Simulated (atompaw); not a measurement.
An all-electron radial function and its pseudo partner (Pd)

Columns: radius, all-electron u(r) and pseudo u(r) of the 4d shell (level -14.61 eV) of palladium in the configuration [Ar] 3d10 4s2 4p6 4d9 5s0 5p0; PBE, scalar-relativistic, PAW (atompaw) scheme, atompaw 4.2.0.5.

```csv
r (bohr),all-electron,pseudo
0.075,-0.1179,0.0006
0.150,-0.3435,0.0045
0.225,-0.4348,0.0147
0.300,-0.3672,0.0338
0.375,-0.1994,0.0634
0.450,0.0089,0.1043
0.525,0.2173,0.1563
0.600,0.4037,0.2180
0.675,0.5585,0.2874
0.750,0.6791,0.3616
0.825,0.7670,0.4373
0.900,0.8260,0.5110
0.975,0.8608,0.5792
1.050,0.8762,0.6390
1.125,0.8766,0.6879
1.200,0.8656,0.7241
1.275,0.8463,0.7469
1.350,0.8211,0.7565
1.425,0.7920,0.7537
1.500,0.7603,0.7403
1.575,0.7271,0.7185
1.650,0.6932,0.6906
1.725,0.6594,0.6591
1.800,0.6259,0.6261
1.875,0.5931,0.5932
1.950,0.5613,0.5613
```

Q: How many radial nodes do the two functions have?

A: The all-electron 4d function has n − l − 1 = 1; the pseudo-wave has 0, since the states of the same l below it are removed with the core.

Q: Is the pseudo-wave norm-conserving?

A: No, it belongs to a PAW set: the norm inside the radius is not constrained, and the difference is carried by the augmentation charge.
